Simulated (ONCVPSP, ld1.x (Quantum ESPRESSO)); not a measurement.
Potentials for chromium (Cr) compared

Generated with ld1.x 7.5 (TM, RRKJ, ultrasoft, PAW), atompaw 4.2 or ONCVPSP 4.0.1. The cutoff is in Ry: for ld1.x and atompaw files where the sum of valence levels is converged to 10 mRy in a Bessel basis, for ONCV files where the hardest occupied wave has 1 mHa per electron of residual kinetic energy. The error is the largest all-electron minus pseudo excitation energy over each file’s own four to seven test configurations (ionisations up to +4, promotions, holes and added fractions of an electron), all of which were solved. The labels leave out finer settings (local radius, basis sizes, second energies), which also bear on the numbers. Spin-polarised tests are not counted. The rows are a selection from randomly drawn settings: files with unsolved tests, undetermined cutoffs or missed reference levels are left out.

| potential | cutoff (Ry) | largest error (meV) | bound ghosts |
| --- | --- | --- | --- |
| TM semilocal, PBEsol, scalar-relativistic, rc 2.95/3.05/1.90 (spd), local d, core correction no, reference 3d5 4s0 4p1 | 70 | -547 | none |
| ONCV, PBE, fully relativistic, rc 1.44/1.62/1.26 (spd), local smoothed, core correction no, reference 3s2 3p6 3d4, qcut 9.4/11.4/14.5, projectors 1/2/3 | 134 | +332 | none |

Fill in the row for Cr: TM, PBE, scalar-relativistic, rc 1.00/1.55/1.00 (spd), local smoothed, core correction no, reference 3s2 3p6 3d4 4s0 4p0.

cutoff 180 Ry, largest error -109 meV, bound ghosts: none.

Fill in the row for Cr: ONCV, PBEsol, scalar-relativistic, rc 1.40/0.85/1.80 (spd), local smoothed, core correction yes, reference 3s2 3p6 3d5 4s0.5, qcut 10.5/11.2/9.7, projectors 2/2/1.

cutoff 103 Ry, largest error -258 meV, bound ghosts: none.

Fill in the row for Cr: ONCV, PBEsol, scalar-relativistic, rc 1.40/1.10/1.50 (spd), local smoothed, core correction no, reference 3s2 3p6 3d4 4s2, qcut 9.2/13.7/8.4, projectors 2/2/1.

cutoff 97 Ry, largest error +21 meV, bound ghosts: none.
